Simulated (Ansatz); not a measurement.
`O[Si](F)([SiH3])I` + `OB(F)O[SiH3]` → `FB(O[SiH3])O[SiH3]` + `O[SiH](F)I`  (cleavage of the Si–Si bond)

Gas-phase electronic energies from Ansatz, PBE0-D4/def2-TZVP geometries. CCSD(T)/CBS is the MP2 limit (def2-TZVPP, def2-QZVPP) plus CCSD(T) − MP2 in def2-TZVPP, frozen cores. DFT in def2-TZVPP. Elements past krypton have def2 core potentials. For I outer-core shells are correlated without core-valence functions, which leaves a few kJ/mol of doubt a bond. One conformer a species, not always the lowest.

| level | ΔE (kJ/mol) |
| --- | --- |
| r2SCANh-D4 | -81.0 |
| PBE-QIDH | -82.3 |
| PBE | -61.3 |
| BHLYP | -99.1 |

Task: What does CCSD(T)/CBS give? (Best estimate.)

Result: Ansatz gave: -85.7 kJ/mol. The listed levels differ from it by 4.7, 3.4, 24.4, -13.4 kJ/mol.

Largest T1 diagnostic among the species: 0.012.

In def2-TZVPP, CCSD(T) changes the Hartree–Fock value by +27.4 kJ/mol (the triples alone add +4.0 kJ/mol) and MP2 by +21.5 kJ/mol. Leaving LDA and LC-ωPBE aside and taking each functional with its dispersion term where it has one, the values, not all of them listed here, spread over 34.5 kJ/mol, from BHLYP-D4 to PBE-D4. From r2SCAN to r2SCAN0 (25 % exact exchange), in def2-TZVPP and without D4, ΔE moves by −3.6 kJ/mol.

CCSD(T)/CBS has its own doubt, a few kJ/mol and more with outer-core shells, so smaller differences from it don't rank the levels.
